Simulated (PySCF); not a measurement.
## Silicon: a sound run and one with changed settings

Sound run: Si²⁺ [Ne] 3s2, Si³⁺ [Ne] 3s1. All numbers are calculated (PySCF 2.14, the spin-free X2C one-electron Hamiltonian (Gaussian nucleus), in x2c-SVPall). The sound run starts from symmetry-adapted Hartree-Fock orbitals and uses a fine grid where one is needed.

A second run was set up differently.

```json
{"species": "Si²⁺", "method": "UHF", "sound run (hartree)": "-288.48737", "changed run (hartree)": "-288.48737", "converged": "yes"}
{"species": "Si²⁺", "method": "M06-2X", "sound run (hartree)": "-288.97685", "changed run (hartree)": "-288.96689", "converged": "yes"}
{"species": "Si²⁺", "method": "MN15", "sound run (hartree)": "-288.92536", "changed run (hartree)": "-288.92650", "converged": "yes"}
{"species": "Si³⁺", "method": "UHF", "sound run (hartree)": "-287.31230", "changed run (hartree)": "-287.31230", "converged": "yes"}
{"species": "Si³⁺", "method": "M06-2X", "sound run (hartree)": "-287.73729", "changed run (hartree)": "-287.72312", "converged": "yes"}
{"species": "Si³⁺", "method": "MN15", "sound run (hartree)": "-287.70944", "changed run (hartree)": "-287.70891", "converged": "yes"}
```

Ionisation energy of Si²⁺:

| method | sound run (eV) | changed run (eV) |
| --- | --- | --- |
| UHF | 31.975 | 31.975 |
| M06-2X | 33.730 | 33.845 |
| MN15 | 33.087 | 33.132 |

**Question.** What was changed?
A. radial grid too coarse
B. minimal basis
C. level shift left on
D. a valence shell is frozen

**Answer.** A. It used radial step 0.3 in ln r (0.13 in the sound run). A coarse radial grid mis-integrates the density and the exchange-correlation energy, with errors of either sign; Hartree-Fock needs no grid.
